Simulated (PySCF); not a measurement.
One ligand changed at a time: Ni2+ H2O-NH3. Isolated molecules, 0 K electronic values unless said otherwise. One relaxed conformer stands for each flexible species; it need not be the lowest. Multiplicities are imposed; where one is given, others were not computed.

Quantity: adiabatic spin-state energy, in kcal/mol.

Case: [Ni(H2O)2(NH3)4]2+: multiplicity 3 minus multiplicity 1. The other species in the difference include [Ni(H2O)2(NH3)4]2+ (charge +2, multiplicity 1). Geometry of [Ni(H2O)2(NH3)4]2+ (charge +2, multiplicity 3, Å):

```xyz
23

Ni    -0.0518     0.0045    -0.0469
O     -1.1533    -1.5534     0.9867
H     -1.5158    -2.3779     0.6064
H     -1.4177    -1.5732     1.9278
O      1.0559     1.5548    -1.0854
H      0.6986     2.3558    -1.5175
H      2.0247     1.6176    -1.2014
N      0.1294     1.1378     1.7487
H      0.6649     1.9942     1.5320
H      0.6420     0.6954     2.5287
H     -0.7470     1.4759     2.1782
N     -0.1791    -1.0565    -1.8905
H     -1.1248    -1.2189    -2.2726
H      0.2749    -1.9834    -1.9293
H      0.3045    -0.4938    -2.6092
N      1.7469    -1.0345     0.4285
H      2.3090    -1.3840    -0.3644
H      1.4879    -1.8796     0.9631
H      2.4285    -0.5405     1.0270
N     -1.9028     0.9695    -0.4755
H     -2.6620     0.3941    -0.0758
H     -2.1507     1.0793    -1.4722
H     -2.0438     1.9099    -0.0721
```

**Question.** Predict the adiabatic spin-state energy from B3LYP/3-21G // PBE-D3(BJ)/def2-SVP (PySCF).

**Answer.** 1.64 kcal/mol.
